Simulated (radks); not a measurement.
Initial-state core-level shifts of neutral titanium when its valence configuration changes from [Ar] 3d2 4s2. Method: scalar-relativistic Kohn-Sham, PBE, spin-polarised, spherical densities, finite nucleus; open shells are filled with parallel spins first; Fermi nuclear charge, rms radius 3.5921 fm; computed with a radial shooting solver on a logarithmic mesh with Libxc functionals. Shifts are changes of the shell-averaged eigenvalues in eV (positive: less bound); the change of the density at the nucleus, which sets a Mossbauer isomer shift, is in e/bohr^3, on a base of 8546.

| valence | 2s | 2p | 3s | 3p | density at nucleus |
|---|---|---|---|---|---|
| 3d1 4s2 4p1 | -7.558 | -7.475 | -6.467 | -6.203 | +3.4861 |
| 3d1.5 4s2 4p0.5 | -3.565 | -3.527 | -3.116 | -2.995 | +1.6126 |
| 3d3 4s1 | +4.153 | +4.101 | +3.743 | +3.591 | -4.1830 |
| 3d2.5 4s1.5 | +2.340 | +2.310 | +2.074 | +1.984 | -2.3711 |
| 3d2 4s1 4p1 | -1.122 | -1.120 | -1.104 | -1.091 | -2.8088 |
| 3d1 4s1 4p2 | -8.437 | -8.349 | -7.323 | -7.043 | -0.5152 |
| 4s2 4p2 | -16.607 | -16.419 | -13.621 | -13.032 | +7.9154 |
| 3d2 4p2 | -2.288 | -2.288 | -2.317 | -2.301 | -6.5567 |
| 3d0.5 4s2 4p1.5 | -11.919 | -11.786 | -9.984 | -9.562 | +5.5959 |
